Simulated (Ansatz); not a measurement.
Input file for `[CH3][SnH]([CH3])[NH2]`:

```yaml
crystal:
  periodic: [false, false, false]
  atoms:
    - {symbol: C, position_ang: [-1.219442, 1.405217, -0.632259]}
    - {symbol: Sn, position_ang: [-0.207229, -0.449254, -0.321478]}
    - {symbol: C, position_ang: [1.911817, -0.139538, -0.161343]}
    - {symbol: N, position_ang: [-1.015899, -1.233805, 1.377795]}
    - {symbol: H, position_ang: [-2.294881, 1.231623, -0.668558]}
    - {symbol: H, position_ang: [-1.000792, 2.089638, 0.188653]}
    - {symbol: H, position_ang: [-0.899990, 1.867384, -1.567033]}
    - {symbol: H, position_ang: [-0.557613, -1.598805, -1.543927]}
    - {symbol: H, position_ang: [2.415870, -1.084682, 0.043302]}
    - {symbol: H, position_ang: [2.125865, 0.556648, 0.650946]}
    - {symbol: H, position_ang: [2.306249, 0.275108, -1.090501]}
    - {symbol: H, position_ang: [-0.749768, -0.743043, 2.222167]}
    - {symbol: H, position_ang: [-0.793586, -2.211191, 1.517137]}
basis:
  gaussian: {orbitals: def2-SVP}
correlation: {method: ccsd_t}
```

```sh
$ ansatz run in.yaml --threads 4 --pin off --events-out ev --progress --plain --max-ram 10444MiB
```

The program prints (abridged):

```
Functional definition: HF
  name "HF"
  cite "Fock, Z. Phys. 61, 126 (1930) doi:10.1007/BF01340294"
  parent pbe
  exchange = exact_x
  correlation = 0
1247 factors; integrals over basis functions are off by at most 1.3e-3 eV
mean field evaluation 1: about -9483.3744 eV, gradient 4.0e1 eV
mean field evaluation 2: about -9483.3844 eV, gradient 4.0e1 eV
mean field evaluation 4: about -9487.3207 eV, gradient 3.4e0 eV
mean field evaluation 8: about -9487.3626 eV, gradient 2.0e-4 eV
mean field -9487.36262287 eV, -348.6541456252 hartree, gradient 1.5e-6 eV, S^2 0.000000; 0 other end points of the search recorded, 0 dependent functions left out
7 core orbitals not correlated: weight in the atoms' cores, before any rotation towards them, 1.000 or more for the frozen orbitals, at most 0.000 for the correlated occupied ones
reference -9487.36262287 eV, -348.6541456252 hartree; 18, 18 occupied and 88, 88 virtual orbitals, 1247 factors
second order -16.02331303 eV of doubles, -0.00000000 eV of singles
cycle   1  -16.98654729 eV  change   -9.6e-1 eV  update   8.8e-2
cycle   2  -17.44820263 eV  change   -4.6e-1 eV  update   2.7e-2
cycle   3  -17.53274098 eV  change   -8.5e-2 eV  update   1.1e-2
cycle   4  -17.53383201 eV  change   -1.1e-3 eV  update   2.9e-3
cycle   5  -17.53363455 eV  change    2.0e-4 eV  update   1.2e-3
cycle   6  -17.53355078 eV  change    8.4e-5 eV  update   4.1e-4
cycle   7  -17.53347679 eV  change    7.4e-5 eV  update   1.7e-4
cycle   8  -17.53347982 eV  change   -3.0e-6 eV  update   7.0e-5
cycle   9  -17.53347153 eV  change    8.3e-6 eV  update   2.4e-5
perturbative correction -0.49094118 eV, -0.0180417556 hartree
Total energy: -9505.38703558 eV, -349.3165305748 hartree
```

Run time 10 s (4 threads of an Arm Neoverse V1 on a shared host); peak host memory 0.67 GiB.

The correlation energy is -18.024 eV, 2.7 % of it from (T); the T1 diagnostic reads 0.0089.
